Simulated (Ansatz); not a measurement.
```yaml
crystal:
  periodic: [false, false, false]
  atoms:
    - {symbol: C, position_ang: [-0.990338, -0.171496, 1.396791]}
    - {symbol: B, position_ang: [-0.105086, -0.010074, 0.134314]}
    - {symbol: In, position_ang: [1.270583, 1.698359, -0.470048]}
    - {symbol: C, position_ang: [-0.028359, -1.246369, -0.892849]}
    - {symbol: F, position_ang: [0.762284, -0.930536, -2.055356]}
    - {symbol: H, position_ang: [-1.837426, 0.529875, 1.247489]}
    - {symbol: H, position_ang: [-0.537639, 0.132336, 2.391095]}
    - {symbol: H, position_ang: [-1.434072, -1.133259, 1.634892]}
    - {symbol: H, position_ang: [0.671738, 2.959057, -1.464592]}
    - {symbol: H, position_ang: [2.901470, 1.728085, -0.134227]}
    - {symbol: H, position_ang: [0.350934, -2.099428, -0.475226]}
    - {symbol: H, position_ang: [-1.042542, -1.429753, -1.244094]}
basis:
  gaussian: {orbitals: def2-mTZVPP, fitting: {mean_field: cc-pVTZ-jkfit}}
hamiltonian: {xc: {name: rPW86-PBE}, dispersion: d3bjatm}
```

```sh
$ ansatz run in.yaml --threads 4 --pin off --events-out ev --progress --plain --max-ram 10444MiB
```

**Question.** How does Ansatz answer? (An estimate is asked.)

**Answer.** Computed: The input was rejected before any iteration.
```
Functional definition: rPW86-PBE
Error: <dir> the basis set cc-pVTZ-JKFIT has no functions for In
```
